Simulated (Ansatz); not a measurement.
The cluster ZrO₃H₂⁺. The state is a doublet with charge 1. Geometry PBE-D4/def2-TZVP, that of the neutral singlet; atoms count from 1.

```xyz
6

Zr    0.1394   -0.6302   -0.1286
O    -1.7217   -0.0851   -0.5378
O     1.2357   -0.2348   -1.4596
O     0.8313    0.0434    1.6024
H    -2.1109    0.3593   -1.3046
H     1.6262    0.5474    1.8281
```

In the def2 sets Zr takes a core potential; there is no spin–orbit coupling. The structure comes from a short search, and lower isomers may exist.

Q: Estimate the Mulliken populations from the PBE0/def2-TZVP orbitals of Ansatz.

A: 
```json
{"atom": "Zr1", "charge (e)": "1.79", "spin (α − β)": "-0.07", "d electrons": "1.84"}
{"atom": "O2", "charge (e)": "-0.63", "spin (α − β)": "0.14", "d electrons": "–"}
{"atom": "O3", "charge (e)": "-0.30", "spin (α − β)": "0.79", "d electrons": "–"}
{"atom": "O4", "charge (e)": "-0.63", "spin (α − β)": "0.14", "d electrons": "–"}
{"atom": "H5", "charge (e)": "0.39", "spin (α − β)": "0.00", "d electrons": "–"}
{"atom": "H6", "charge (e)": "0.39", "spin (α − β)": "0.00", "d electrons": "–"}
```
Mulliken values depend strongly on the basis.

Q: Where does the spin sit?

A: Summed by element: Zr -0.07, O 1.07, H 0.00, of 1 unpaired in all. Largest on single atoms: O3 0.79, O4 0.14, O2 0.14.

Q: And the Mayer bond orders between heavy atoms (over 0.3)?

A: Zr1–O2 1.09 (1.98 Å); Zr1–O3 1.39 (1.77 Å); Zr1–O4 1.09 (1.98 Å).
